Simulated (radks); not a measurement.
Spherical jellium clusters: N electrons in a uniform positive sphere of charge N and radius rs N^(1/3), rs = 2.23 bohr. Method: non-relativistic Kohn-Sham, LDA (Slater exchange, Perdew-Wang correlation), spin-polarised, spherical densities; computed with a radial shooting solver with Libxc functionals. Levels are named by radial order and angular momentum (1s, 1p, 1d, 2s, ...), and open shells are averaged over m.

N = 17, configuration 1s2 1p6 1d(up 5, down 4). This is the lowest configuration that the search found. Occupied and some empty levels:

| level | occupation | eigenvalue (eV) | <r> (bohr) |
|---|---|---|---|
| 1s up | 1 | -10.612 | 3.433 |
| 1s down | 1 | -10.492 | 3.412 |
| 1p up | 3 | -7.6389 | 4.354 |
| 1p down | 3 | -7.4850 | 4.352 |
| 1d up | 5 | -4.3747 | 5.145 |
| 1d down | 4 | -4.2197 | 5.162 |
| 2s up | 0 | -3.8791 | 4.925 |
| 2s down | 0 | -3.7909 | 4.954 |
| 2p up | 0 | -1.1128 | 7.426 |
| 1f up | 0 | -1.0679 | 6.243 |
| 2p down | 0 | -1.0524 | 7.526 |
| 1f down | 0 | -0.94098 | 6.314 |

Energy (eV): total -11.1856, kinetic 82.109, external -1576.6, Hartree 758.46, exchange-correlation -98.088, background 822.90.

Electron density:

| r (bohr) | n(r) (e/bohr^3) |
|---|---|
| 0.196 | 0.01185 |
| 0.690 | 0.01262 |
| 1.18 | 0.01424 |
| 1.68 | 0.01656 |
| 2.17 | 0.01923 |
| 2.67 | 0.02168 |
| 3.16 | 0.02317 |
| 3.65 | 0.02306 |
| 4.15 | 0.02103 |
| 4.64 | 0.01737 |
| 5.13 | 0.01286 |
| 5.63 | 0.008556 |
| 6.12 | 0.005216 |
| 6.61 | 0.003000 |
| 7.11 | 0.001666 |
| 7.60 | 0.0009023 |
| 8.10 | 0.0004813 |
| 8.59 | 0.0002543 |
| 9.08 | 0.0001333 |
| 9.58 | 0.00006957 |
